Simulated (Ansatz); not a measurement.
C2H4SSi (`[SiH3]C1=CS1`), charge 0, multiplicity 1.

Q: Give a relaxed structure at PBE0-D4/def2-TZVP (Ansatz). (Best estimate.)

A: Computed: 
Z-matrix (Å, degrees):
```
Si
C 1 1.833
H 1 1.484 2 108.7
H 1 1.483 2 108.5 3 120.4
H 1 1.483 2 108.5 3 -120.4
C 2 1.281 1 159.5 3 0.0
S 2 1.900 1 135.6 3 -180.0
H 6 1.077 2 147.9 1 -0.0
```
Point group Cs.
